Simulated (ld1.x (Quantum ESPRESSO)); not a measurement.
manganese: TM semilocal pseudisation with LDA (PZ), non-relativistic reference atom.

* Element: manganese
* Generator: ld1.x (Quantum ESPRESSO) 7.5
* Type: norm-conserving Troullier–Martins (semilocal form)
* Functional: LDA (PZ)
* Relativity: non-relativistic
* Frozen core: [Ar]
* Valence charge: 7
* Reference configuration: 3d5 4s2 4p0
* Partial waves: 4s (bound): rc 2.65 bohr; 3d (bound): rc 1.40 bohr; 4p (bound, empty): rc 2.30 bohr
* Local potential: the p channel
* Core correction: a·sin(br)/r model core, default radius (core density twice the valence density)

(1) Estimate the cutoffs (Ry, on a coarse ladder) from which the occupation-weighted sum of valence levels, in a spherical-Bessel basis at the reference potential, stays within 10 and 1 mRy of its value at 400 Ry.

(2) Which valence shell sets the plane-wave cutoff?

(3) Tests: 3d5 4s1 4p0; 3d5 4s0 4p0; 3d4 4s0 4p0; 3d5.5 4s1.5 4p0; 3d4 4s2 4p0; 3d5 4s1 4p1; 3d5 4s0 4p2. Which has the largest error in its energy relative to the reference configuration, and how large is it?

Answers

(1) 110 Ry and 140 Ry.

(2) 3d: its level needs 120 Ry to come within 1 mRy, against 15 Ry for 4s.

(3) 3d4 4s0 4p0, with -260 meV (all-electron minus pseudo) on +57.24 eV.
